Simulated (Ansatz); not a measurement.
Telling isomers of F3H3InP apart by their spectra

These gas-phase data were calculated for one isomer of F3H3InP at PBE0-D4/def2-SVP (harmonic, unscaled wavenumbers; equilibrium rotational constants with average atomic masses):

* rotational constants: 2.316, 1.454, 1.453 GHz
* all wavenumbers above 1500 cm⁻¹: 2517, 2517, 2486

Candidates:

(1) `F[PH2+][InH-]([F])[F]`, a singlet
(2) `[F][In-]([F])([F])[PH3+]`, a singlet

Q: Which candidate do the data belong to?

A: Candidate (2). No mode falls between 1500 and 1900 cm⁻¹, where the In–H stretch of (1) would stand.

The same quantities for all candidates:

```
     rotational constants (GHz)  wavenumbers above 1500 cm⁻¹  E above the lowest, PBE0-D4/def2-SVP (kcal/mol)
(1)          3.592, 1.14, 1.046             2537, 2507, 1893                                              8.9
(2)         2.316, 1.454, 1.453             2517, 2517, 2486                                              0.0
```

Harmonic stretches to hydrogen usually lie a few per cent above observed fundamentals. Each candidate is one conformer. Atoms past krypton carry core potentials. Programs: Ansatz 0.2.0.
